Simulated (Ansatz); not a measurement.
`[SiH3][CH2][ZnH]` + H–F → `[F][ZnH]` + `C[SiH3]` at 700 K and 1 bar (ligand exchange at a Zn–C bond).

Calculated with Ansatz (gas phase, PBE0-D4/def2-TZVP geometries, no zero-point term in ΔE). CCSD(T)/CBS adds triple-zeta CCSD(T) − MP2 to the extrapolated MP2 energy (def2 sets, frozen cores). This one scheme is used for every species. For Zn outer-core shells are correlated without core-valence functions, which leaves a few kJ/mol of doubt a bond. Scalar relativity is left out up to krypton.

```
           species  CCSD(T)/CBS energy (Eh)  H − E (kJ/mol)  S (J/(mol·K))
`[SiH3][CH2][ZnH]`              -2109.10255           216.9          421.4
               H–F               -100.39570            45.2          198.5
        `[F][ZnH]`              -1878.79355            52.0          275.4
         `C[SiH3]`               -330.73916           210.8          332.0
```

H − E and S are ideal-gas, rigid-rotor, harmonic terms from PBE0-D4/def2-TZVP. 1 Eh = 2625.50 kJ/mol, R = 8.31446 J/(mol·K).

Q: By hand: ΔE, ΔH, ΔS and ΔG.

A: ΔE = (-1878.79355) + (-330.73916) − (-2109.10255) − (-100.39570) = -0.03446 Eh = -90.5 kJ/mol. Δ(H − E) = 52.0 + 210.8 − 216.9 − 45.2 = 0.7, so ΔH = -89.8 kJ/mol. ΔS = 275.4 + 332.0 − 421.4 − 198.5 = -12.5 J/(mol·K). ΔG = -89.8 − 700 × (-12.5)/1000 = -81.0 kJ/mol.

Q: By hand: the equilibrium constant, and the temperature at which ΔG would vanish if ΔH and ΔS stayed fixed.

A: log₁₀ K = −ΔG/(RT ln 10) = 6.0. ΔG = 0 at ΔH/ΔS = 7184 K, far beyond where these terms or the molecules hold.

The number of gas molecules stays the same, so ΔS is small and ΔH decides. A doubt of 5 kJ/mol in ΔE shifts log₁₀ K by 0.4 here. These are equilibria of isolated gas molecules and say nothing of rates. Largest T1 diagnostic: 0.018 (customary marks: 0.02 for closed shells, 0.045 for open ones).
